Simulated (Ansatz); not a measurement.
C₂H₄Cl, doublet, at a GFN2-xTB geometry; R2SCAN/def2-SVP in Ansatz (an electronic-structure program).

Input for Ansatz:
Ansatz 0.2 input:
```yaml
crystal:
  periodic: [false, false, false]
  atoms:
    - {symbol: C, position_ang: [0.18280234, 0.89727093, -0.01314254]}
    - {symbol: C, position_ang: [1.56614457, 0.54964169, -0.02607444]}
    - {symbol: Cl, position_ang: [-0.84113747, -0.71148995, 0.01905025]}
    - {symbol: H, position_ang: [-0.15549474, 1.39958190, 0.88815355]}
    - {symbol: H, position_ang: [-0.17787732, 1.37769136, -0.91768786]}
    - {symbol: H, position_ang: [2.08091596, 0.32944165, 0.89042765]}
    - {symbol: H, position_ang: [2.05811157, 0.30713857, -0.94944568]}
basis:
  gaussian:
    orbitals: def2-SVP
    final_grid: {core_spheres: 14, valence_spheres: 28, degree: 59}
hamiltonian:
  xc: r2scan
magnetization: {spin_polarized: true, initial_magnetization: 1}
```

Output, abridged:

```
Functional definition: r2SCAN
743 factors; their error is unknown
mean field evaluation 1: about -14644.4362 eV, gradient 3.7e1 eV
mean field evaluation 2: about -14634.0005 eV, gradient 5.5e1 eV
mean field evaluation 4: about -14652.5459 eV, gradient 2.5e0 eV
mean field evaluation 8: about -14652.5848 eV, gradient 1.1e-1 eV
mean field evaluation 16: about -14652.5487 eV, gradient 2.1e-4 eV
mean field -14652.54874623 eV, -538.4712345698 hartree, gradient 5.8e-5 eV, S^2 0.757984; 0 other end points of the search recorded, 0 dependent functions left out
reference -14652.54875372 eV, -538.4712348449 hartree; 17, 16 occupied and 49, 50 virtual orbitals, 743 factors
Total energy: -14652.54875372 eV, -538.4712348449 hartree
```
